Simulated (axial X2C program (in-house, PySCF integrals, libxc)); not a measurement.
# LiI⁻: from Re and ωe to a spectrum

A bond curve at the CCSD(T) level, 2c, was computed with an in-house relativistic program for diatomic molecules (basis I dyall-acv3z [12s13p9d5f1g], Li dyall-av3z [9s9p3d] (cores contracted in-house)) for the state Ω = 1/2 (⟨Sz⟩ = 0.50, ⟨Lz⟩ = 0.00 at HF). Its fit gives Re = 2.5855 Å, ωe = 349.9 cm⁻¹, ωexe = 3.57 cm⁻¹ and αe = 5.494e-03 cm⁻¹; the masses are 126.9045 and 7.0160 u. Two-component means X2C with spin–orbit coupling and atomic mean-field Coulomb and Gaunt terms.

Correlated methods: 9 electrons correlated (number of frozen shells: I 4 s, 3 p, 2 d; Li 1 s), 269 virtual spin orbitals or spinors in MP2, 90 natural virtuals in coupled cluster.

Question: Find the reduced mass, Be and the force constant.

Answer: From the CCSD(T) values: μ = 6.6484 u. Be = 16.8576/(μ Re²) = 0.3793 cm⁻¹. k = 5.8918×10⁻⁷ μ ωe² = 0.48 mdyn/Å.

Question: Where do the fundamental and the first overtone lie?

Answer: ν(1←0) = ωe − 2ωexe = 342.8 cm⁻¹; ν(2←0) = 2ωe − 6ωexe = 678.4 cm⁻¹.

Question: A Morse curve ties αe to the other constants (Pekeris). How well does that hold?

Answer: αe(Morse) = 6Be²/ωe × (√(ωexe/Be) − 1) = 5.102e-03 cm⁻¹; the CCSD(T) curve gives 5.494e-03 cm⁻¹, a ratio of 0.93.

Question: Estimate De from a Morse curve and compare with the computed well depth of 1.267 eV to I- + Li.

Answer: De(Morse) = ωe²/(4ωexe) = 1.063 eV against 1.267 eV computed, a ratio of 0.84. The extrapolation falls short: long-range attraction (ionic or ion–induced dipole) or a change of character along the curve can cause this.

Question: Estimate the centrifugal constant by the Kratzer relation.

Answer: D = 4Be³/ωe² = 1.78e-06 cm⁻¹.

The state is one determinant whose occupation by symmetry is held fixed; it was picked as the lowest of a PBE0 search that is not exhaustive. Dissociation energies refer to the lowest single-determinant-based atoms at the same level and basis. Coupled cluster ran in a truncated set of natural virtual spinors; the MP2 energy of the rest was added. (T) has no such correction and the atoms are truncated less, which lowers De at CCSD(T) by a hundredth of an eV or more.
